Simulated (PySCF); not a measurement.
## IO3I: breathing scan

Computed with PySCF, PBE0, basis I def2-TZVP with ECP28, O def2-TZVP (scalar-relativistic core potentials, no spin–orbit coupling, density fitting).

Rigid scan from the singlet minimum (I–I 2.708 Å, I–O 1.754 Å (×3); I–I–O 105.4° (×3), O–I–O 113.2° (×3)). Coordinate: all bonds to the central atom scaled together. Energies in kJ/mol from the minimum.

**Question.** Predict the curve at 0.88, 0.92, 0.96, 1.00, 1.04, 1.08, 1.14, 1.22, 1.35.

**Answer.** 
| scale of all bonds to the centre | E (kJ/mol) | dipole size (D) |
| --- | --- | --- |
| 0.88 | 512.2 | 3.56 |
| 0.92 | 194.5 | 3.60 |
| 0.96 | 41.8 | 3.62 |
| 1.00 | 0.0 | 3.62 |
| 1.04 | 31.0 | 3.61 |
| 1.08 | 108.1 | 3.62 |
| 1.14 | 270.5 | 3.63 |
| 1.22 | 516.8 | 3.70 |
| 1.35 | 887.9 | 3.93 |

At long bonds a restricted determinant can lie too high, and another spin state can fall below this curve.

Other isomers or separated fragments may lie lower.

The scan took of the order of 5 core-minutes on a shared host.
